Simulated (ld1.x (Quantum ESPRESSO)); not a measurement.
**nickel, RRKJ: configuration errors across variants**

```json
{
 "Element": "Ni (Z = 28)",
 "Generator": "ld1.x (Quantum ESPRESSO) 7.5",
 "Type": "norm-conserving RRKJ (Kleinman–Bylander form)",
 "Functional": "BLYP",
 "Relativity": "scalar-relativistic",
 "Frozen core": "[Ne]",
 "Valence charge": "18",
 "Reference configuration": "3s2 3p6 3d8 4s0 4p0 (charge +2)",
 "Partial waves": "3s (bound): rc 0.95 bohr; 3p (bound): rc 1.00 bohr; 3d (bound): rc 1.25 bohr",
 "Local potential": "the d channel",
 "Core correction": "none",
 "rho0": "0.005"
}
```

All-electron excitation energies from the reference (eV): (1) 3s2 3p6 3d8 4s2 4p0 -26.898; (2) 3s2 3p6 3d8 4s1 4p0 -17.548; (3) 3s2 3p6 3d7 4s0 4p0 37.474; (4) 3s2 3p6 3d8 4s0 4p2 -17.302; (5) 3s2 3p6 3d6 4s0 4p0 95.002; (6) 3s2 3p6 3d7 4s2 4p1 -16.391; (7) 3s2 3p6 3d8 4s1.5 4p0 -23.186.

Errors AE − PS in meV (a dash: test not solved or not reliable):

```tsv
change	(1)	(2)	(3)	(4)	(5)	(6)	(7)	bound ghosts
base	-462	-293	-28	-199	-77	-748	-392	none
wave 3p (bound): rc 1.00 bohr becomes 3p (bound): rc 0.80 bohr	-463	-294	-28	-207	-82	-755	-392	none
wave 3p (bound): rc 1.00 bohr becomes 3p (bound): rc 0.90 bohr	-462	-293	-28	-204	-80	-752	-392	none
wave 3p (bound): rc 1.00 bohr becomes 3p (bound): rc 0.98 bohr	-462	-293	-28	-200	-78	-749	-392	none
wave 3p (bound): rc 1.00 bohr becomes 3p (bound): rc 1.14 bohr	-462	-293	-27	-199	-76	-747	-392	none
wave 3p (bound): rc 1.00 bohr becomes 3p (bound): rc 1.24 bohr	-462	-293	-28	-211	-82	-756	-392	none
wave 3p (bound): rc 1.00 bohr becomes 3p (bound): rc 1.36 bohr	-462	-293	-32	-255	-102	-788	-392	none
wave 3p (bound): rc 1.00 bohr becomes 3p (bound): rc 1.50 bohr	-463	-293	-39	-353	-142	-858	-392	none
```

(1) Give the same row for: wave 3p (bound): rc 1.00 bohr becomes 3p (bound): rc 0.68 bohr.

## Answers

(1) -463, -294, -28, -206, -81, -756, -393; bound ghosts: none.
